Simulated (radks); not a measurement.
Results of a calculation; reference values are marked as such.
Question: Successive ionisation energies (eV) of one element, from differences of total energies of ions in their ground configurations, starting at charge 66: 7872.0, 17535.7, 17880.9, 18219.3, 18679.0, 19034.0, 19381.9, 21247, 21599, 86723, 88218. Level of theory: scalar-relativistic Kohn-Sham, PBEsol, spin-polarised, spherical densities, finite nucleus; open shells are filled with parallel spins first (spin-orbit coupling, left out, can overturn this in heavy ions); Fermi nuclear charge, rms radius 5.4032 fm (a radial shooting solver on a logarithmic mesh with Libxc functionals). Which element is it?

Answer: Iridium (Z = 77). The first species listed is Ir66+ in [Ne] 3s1, the last Ir76+ in 1s1.
